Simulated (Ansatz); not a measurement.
CH3AlF2S, SMILES `C[S][Al]([F])[F]`, relaxed with RKS PBE0-D4/def2-TZVP in Ansatz from a PBE-D4/def2-SVP geometry. The force threshold is 0.005 eV/Å; the program also tests the step.

Charge 0, multiplicity 1.

Start:

```xyz
8

C    -0.553   -0.957   -0.825
S     0.414    0.591   -1.146
Al    0.720    1.234    0.896
F     1.554    2.630    1.259
F     0.104    0.304    2.144
H    -1.550   -0.849   -1.292
H    -0.017   -1.803   -1.293
H    -0.673   -1.150    0.257
```

(1) How much energy does the relaxation release, and in how many steps? (An estimate is asked.)

(2) Which bonds change most? (Best estimate.)

(3) Give the relaxed structure. (Best estimate.)

Answers

(1) Ansatz gave: 5.15 kJ/mol, in 7 steps, 2 of them rejected.

(2) The calculation gave: Al3–F5 from 1.674 to 1.642 Å; Al3–F4 from 1.667 to 1.637 Å; C1–S2 from 1.853 to 1.828 Å; S2–Al3 from 2.162 to 2.143 Å.

(3) The calculation gave: 
```xyz
8

C    -0.554   -0.958   -0.830
S     0.404    0.575   -1.108
Al    0.715    1.227    0.910
F     1.540    2.604    1.231
F     0.128    0.347    2.167
H    -1.530   -0.841   -1.297
H    -0.020   -1.780   -1.303
H    -0.683   -1.174    0.229
```
